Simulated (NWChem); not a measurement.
Species: PbHBr, singlet; SMILES [Br][PbH]

```xyz
3

Pb     0.0188    -0.7805     0.0000
H     -1.8373    -0.9031     0.0000
Br     0.0084     1.8544     0.0000
```
Atoms are numbered in this order, from 1.

Computed with NWChem. Medium grid unless said otherwise, to which SCAN and Minnesota functionals are sensitive. Low-valent species are run as closed-shell singlets; no triplet was tried in these runs. Coordinates come from a PBE0/def2-SVP optimisation. def2 effective core potentials on Pb; no spin-orbit coupling.

Q: Among these, which level gives the highest value of “orbital gap (eV)”?
A) LDA (Slater exchange, VWN5)/def2-TZVP
B) LDA (Slater exchange, PW92)/def2-TZVP
C) r2SCAN0/def2-TZVP
D) LRC-wPBEh/def2-TZVP

A: D, LRC-wPBEh/def2-TZVP. Values: LDA (Slater exchange, PW92)/def2-TZVP 2.06; LDA (Slater exchange, VWN5)/def2-TZVP 2.06; r2SCAN0/def2-TZVP 4.21; LRC-wPBEh/def2-TZVP 7.32
